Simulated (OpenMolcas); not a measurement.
## Ru3+ in Cs2NaYF6: curves along the breathing mode

Ru3+ with its 6 nearest fluoride ions, on the Y site of Cs2NaYF6 (a = 9.075 Å, distance in the model lattice 2.178 Å). The rest of the host is ab initio model potentials to 7.6 Å, with orthogonalisation functions on the cations behind the ligands, and point charges beyond; the distance is set by hand and nothing relaxes. Ligand basis ANO-RCC-VDZP.

```yaml
Program: OpenMolcas 26.06
Method: CASSCF
Basis: ANO-RCC-VDZP [6s5p3d1f]
Scalar_Hamiltonian: DKH2, point nucleus
Active_space: 5 electrons in 5 orbitals (4d)
State_averaging: 2S+1 = 6 even, 1 root; 2S+1 = 4 even, 24 roots; 2S+1 = 2 even, 75 roots
Spin-orbit_coupling: state interaction with AMFI integrals over the reference wave functions
```

Spin-free energies (labels of O, the rotations of Oh) in cm-1 above the lowest fitted minimum, as all ligands move together:

```csv
R (Å),6A1,2T2,2T1,2A2,2T2(2),2E,4E
1.92,19080,4470,28480,28610,30920,32690,42940
1.965,10040,1270,22510,22650,24890,26680,34050
2.011,4090,540,19300,19460,21630,23440,28230
2.056,950,1860,18490,18670,20780,22600,25190
2.101,10,4830,19590,19800,21830,23660,24340
2.146,900,9140,22260,22500,24450,26290,25310
2.191,3340,14580,26250,26520,28410,30240,27820
```

Cubic fits give the following; the wavenumber is harmonic, with the mass of all moving ligands, small differences in it between states hang on the degree of the fit, a number in brackets counts states of one label, and the table is a selection of at most 14 states with clean curves.

| State | R0 (Å) | Breathing mode (cm-1) | Minimum (cm-1) |
| --- | --- | --- | --- |
| 6A1 | 2.099 | 522 | 0 |
| 2T2 | 2.004 | 551 | 510 |
| 2T1 | 2.051 | 540 | 18450 |
| 2A2 | 2.051 | 541 | 18620 |
| 2T2(2) | 2.052 | 539 | 20730 |
| 2E | 2.052 | 539 | 22560 |
| 4E | 2.097 | 523 | 24330 |
| 2T1(2) | 2.055 | 536 | 27630 |
| 2T2(3) | 2.053 | 533 | 29970 |
| 4E(2) | 2.097 | 523 | 29760 |
| 2A1 | 2.066 | 498 | 31810 |
| 2E(2) | 2.080 | 514 | 34030 |
| 2A1(2) | 2.084 | 560 | 35920 |
| 2T2(4) | 2.094 | 528 | 36770 |

Without dynamic correlation the repulsion within the d shell is too large (B by tens of per cent), so at a given field states of lower spin stand too high. With metal d orbitals alone the field can be off either way by tens of per cent. Ligand-to-metal charge-transfer states are missing. With no ligand orbital active B as a rule stays too high, so bands that hang on it stand too high and its fall with covalency is understated. An orbital triplet at a regular site is open to Jahn-Teller coupling, which can distort the site and quench the lowest spin-orbit gaps and is left out (holds for R = 1.92; R = 1.965; R = 2.011). This shell can be high or low spin here, a state of another spin lies low, and with metal d orbitals alone active their balance is uncertain, so the ground spin may be wrong, although the usual error favours high spin (holds for R = 1.92; R = 1.965; R = 2.011). The least metal-like active orbital is 79 % on the metal (Löwdin) and no ligand orbital is active, so the numbers are rough (holds for R = 1.92). The least metal-like active orbital is 80 % on the metal (Löwdin) and no ligand orbital is active, so the numbers are rough (holds for R = 1.965). The least metal-like active orbital is 81 % on the metal (Löwdin) and no ligand orbital is active, so the numbers are rough (holds for R = 2.011). Spin-orbit coupling mixes the spin-free states strongly: the lowest level takes only 70 % from its leading state, 2T2, which lies 914 cm-1 above the lowest spin-free state (holds for R = 2.056). This shell can be high or low spin here, a state of another spin lies low, and with metal d orbitals alone active their balance is uncertain, so the ground spin may be wrong (holds for R = 2.056; R = 2.101; R = 2.146; R = 2.191). The least metal-like active orbital is 85 % on the metal (Löwdin) and no ligand orbital is active, so the numbers are rough (holds for R = 2.056). No measured value stands beside these numbers.
